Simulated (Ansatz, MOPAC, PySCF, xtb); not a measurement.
Complex: dimethyl telluride (SMILES C[Te]C) (first 9 atoms) with H2O (SMILES O); geometry from B3LYP-D3(BJ)/def2-TZVP, rigid monomers moved along the line of their centres of mass till Te2···O10 is 3.00 Å.
(charge 0, multiplicity 1):
```xyz
12

C      0.22529    -1.31212     0.07419
Te     0.16602     0.84194     0.09776
C      0.17102     1.03981    -2.05468
H      1.13179    -1.64569    -0.42379
H      0.22860    -1.61951     1.11655
H     -0.65660    -1.69482    -0.43258
H      1.07944     0.60092    -2.45897
H      0.14297     2.10269    -2.28493
H     -0.70800     0.55188    -2.46765
O      0.17400     0.00795     2.97444
H     -0.60763     0.57147     2.97637
H      0.92316     0.61387     2.98504
```

Counterpoise-corrected where a basis set is named; no monomer relaxation. Rows marked so take none.

Frozen-core correlation. Filled d and f shells under p-block atoms count as core. Rows in STO-3G carry no dispersion term and start afresh at each structure; the Pople sets are all-electron and without relativity. The state that AM1, PM3 reach isn't checked.

Codes used: Ansatz (Gaussian basis) for Hartree–Fock, density functionals and correlated methods; MOPAC for AM1, PM3 (differences of heats of formation); PySCF for STO-3G rows, the dispersion terms; xtb for the GFN methods. Each number belongs to the level named beside it. In def2 rows elements past Kr take small-core potentials, without spin–orbit coupling.

```
level                        interaction energy (kcal/mol)
---------------------------  -----------------------------
AM1                                                  -3.87
PM3                                                  -6.61
GFN1-xTB                                             -4.06
GFN2-xTB                                             -4.36
HF/STO-3G (no counterpoise)                           0.76
HF/def2-SVPD                                          2.04
B3LYP-D3(BJ)/def2-TZVPPD                             -1.69
PBE0-D4/def2-TZVPPD                                    [?]
MP2/def2-SVPD                                          [?]
```

Problem. Complete the blanks.

Solution. 
- PBE0-D4/def2-TZVPPD, interaction energy (kcal/mol): -1.96
- MP2/def2-SVPD, interaction energy (kcal/mol): -0.15

Ansatz is an electronic-structure program.
